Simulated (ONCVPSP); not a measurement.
# How hard is this barium ONCV potential?

- Element: Ba (Z = 56)
- Generator: ONCVPSP 4.0.1
- Type: optimised norm-conserving Vanderbilt (ONCV)
- Functional: LDA (Perdew-Wang 92)
- Relativity: scalar-relativistic
- Frozen core: [Kr] 4d10
- Valence charge: 10
- Reference configuration: 5s2 5p6 6s1 (charge +1)
- Partial waves: 5s+6s: rc 2.95 bohr, ncon 3, nbas 6, qcut 4.2 1/bohr, 2 projectors; 5p: rc 2.85 bohr, ncon 4, nbas 7, qcut 3.7 1/bohr, local; d scattering state at 0.16 Ha: rc 2.85 bohr, ncon 4, nbas 8, qcut 3.6 1/bohr, 2 projectors, debl 1.2 Ha
- Local potential: the p channel
- Core correction: Teter function fitted to the true core (icmod 2), fcfact 0.7

In the d channel the program set the typed energies aside and used 0.050, 1.250 Ha.

Problem. For each optimised wave give the share of its norm inside rc, the residual kinetic energy above qcut (Ha) and the cutoffs (Ha) for errors of 10, 1, 0.1 and 0.01 mHa per electron.

Solution.

```tsv
wave	norm inside rc	residual KE	10 mHa	1 mHa	0.1 mHa	0.01 mHa
5s	0.980	1.0e-06	1.8	4.7	6.4	7.5
6s	0.147	1.5e-06	1.7	4.8	6.6	7.9
5p	0.911	3.3e-06	3.4	4.5	5.3	6.2
d projector 1	0.177	4.2e-05	3.4	4.8	6.0	9.9
d projector 2	0.174	7.7e-04	4.7	6.3	9.6	16.6
```

The occupied waves need 4.8 Ha and 6.6 Ha for 1 and 0.1 mHa.
